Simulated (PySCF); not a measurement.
Delta-SCF ions had no search for a lower state. Excitations are Tamm–Dancoff values on a coarser integration grid. The basis has no diffuse functions, so Rydberg states are missing or too high.

# C$_{3}$H$_{3}$O, SMILES `[H]/[O+]=C\C#C` (charge 1, multiplicity 1)

All values below come from PBE-D3(BJ)/def2-TZVP // TPSSh-D3(BJ)/def2-TZVP in PySCF 2.14.0.

| Quantity | Result |
|---|---|
| HOMO | -13.87 eV |
| LUMO | -10.55 eV |
| HOMO–LUMO gap | 3.32 eV |
| S1 excitation (TDA) | 3.41 eV |
| S1 oscillator strength | 0.000 |
| brightest of the four lowest singlets (TDA) | 5.56 eV |
| T1 excitation (TDA) | 3.06 eV |
| S1–T1 gap (TDA) | 0.35 eV |
| vertical ionisation energy (Delta-SCF) | 17.73 eV |
| total energy | -190.8080 Ha |
| cost | very roughly 70 core-seconds |

```xyz
7

C      1.6997    -0.1815    -0.4263
C      0.5335    -0.2090    -0.1005
C     -0.7851    -0.3174     0.2974
O     -1.6639     0.6010     0.1727
H      2.7308    -0.1441    -0.7197
H     -1.1641    -1.2289     0.7580
H     -1.3306     1.4261    -0.2411
```
Charge +1, spin multiplicity 1.
